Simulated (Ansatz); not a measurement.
Relaxation of a periodic cell of 19 atoms, C₁₈Se (surface graphene monolayer, adsorbate Se), to a largest force component of 0.03 eV/Å in at most 60 steps.

The calculation used Ansatz 0.2.0, DFT PBEsol, scalar-relativistic, plane waves, PAW. Settings: cutoff 420 eV, k mesh 2x2x1, fermi-dirac smearing 0.05 eV, no spin polarisation.

```xyz
19
Lattice="7.3980 0.0000 0.0000 -3.6990 6.4069 0.0000 0.0000 0.0000 11.0000" Properties=species:S:1:pos:R:3:forces:R:3
C 0.000 0.000 1.000 0.08 0.15 0.03
C 1.233 0.712 1.000 0.01 -0.08 0.09
C -1.233 2.136 1.000 1.32 -0.81 -0.01
C 0.000 2.847 1.000 0.36 0.22 -0.26
C -2.466 4.271 1.000 0.01 1.73 -0.30
C -1.233 4.983 1.000 0.06 0.05 -0.21
C 2.466 0.000 1.000 -0.10 0.15 0.03
C 3.699 0.712 1.000 -0.03 -0.42 -0.33
C 1.233 2.136 1.000 -0.01 -0.08 0.04
C 2.466 2.847 1.000 -0.33 0.19 -0.25
C 0.000 4.271 1.000 -0.01 -0.11 -0.15
C 1.233 4.983 1.000 0.00 -0.01 0.03
C 4.932 0.000 1.000 0.02 0.08 -0.23
C 6.165 0.712 1.000 0.02 -0.48 -0.34
C 3.699 2.136 1.000 -1.34 -0.84 -0.06
C 4.932 2.847 1.000 -0.02 0.19 0.17
C 2.466 4.271 1.000 0.01 -0.09 -0.15
C 3.699 4.983 1.000 -0.07 0.06 -0.20
Se 4.944 2.734 3.000 0.00 0.10 2.11
```

**Question.** Where does it end, and by what steps?

**Answer.** The forces met the threshold. Limits of this set-up: coarse k mesh, slab without dipole correction. After 10 steps the energy has fallen by 0.620 eV; Se19 moved furthest, 0.65 Å.

```tsv
step	energy less start (eV)	largest force component (eV/Å)	accepted
0	0.0000	2.109	yes
1	-0.3479	0.676	yes
2	-0.3983	0.203	yes
3	-0.4002	0.069	yes
4	-0.4144	0.539	yes
5	-0.5003	0.566	yes
6	-0.5944	0.427	yes
7	-0.6098	0.285	yes
8	-0.6087	0.342	no
9	-0.6187	0.066	yes
10	-0.6204	0.010	yes
```

```xyz
19
Lattice="7.3980 0.0000 0.0000 -3.6990 6.4069 0.0000 0.0000 0.0000 11.0000" Properties=species:S:1:pos:R:3
C -0.033 0.006 0.952
C 1.202 0.725 0.950
C -1.244 2.136 1.242
C -0.012 2.879 1.010
C -2.491 4.310 1.010
C -1.276 4.998 0.934
C 2.425 0.018 0.909
C 3.660 0.733 0.935
C 1.206 2.153 0.953
C 2.429 2.856 0.952
C -0.025 4.275 0.935
C 1.210 4.991 0.910
C 4.911 0.011 0.935
C 6.127 0.698 1.010
C 3.648 2.129 1.009
C 4.879 2.872 1.241
C 2.434 4.284 0.950
C 3.668 5.002 0.953
Se 5.516 2.504 3.208
```

Whether the end is a true minimum wasn't checked by a vibrational analysis.

The run took 62 s on 1 CPU thread of a shared host.
